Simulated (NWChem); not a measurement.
Molecule: SnBrF, singlet; SMILES [Br][Sn][F]

Program: NWChem. Low-valent species are run as closed-shell singlets; no triplet was tried in these runs. This build's default masses of Se (78.918 u) and Br (79.917 u) are each other's, which moves their modes by up to 0.6 %. def2 effective core potentials on Sn; no spin-orbit coupling. Each level has its own optimisation; frequencies are unscaled.

```
level                                                 r F–Sn (Å)  r Br–Sn (Å)  highest harmonic frequency (cm⁻¹)  lowest (cm⁻¹)  zero-point energy (kcal/mol)
----------------------------------------------------  ----------  -----------  ---------------------------------  -------------  ----------------------------
BLYP/def2-SVP (core potentials)                            1.985        2.591                                577            127                           1.3
Hartree-Fock/STO-3G (all-electron, non-relativistic)       1.852        2.457                                692            213                           1.7
PBE0/def2-SVP (core potentials)                            1.954        2.537                                615            136                           1.4
```
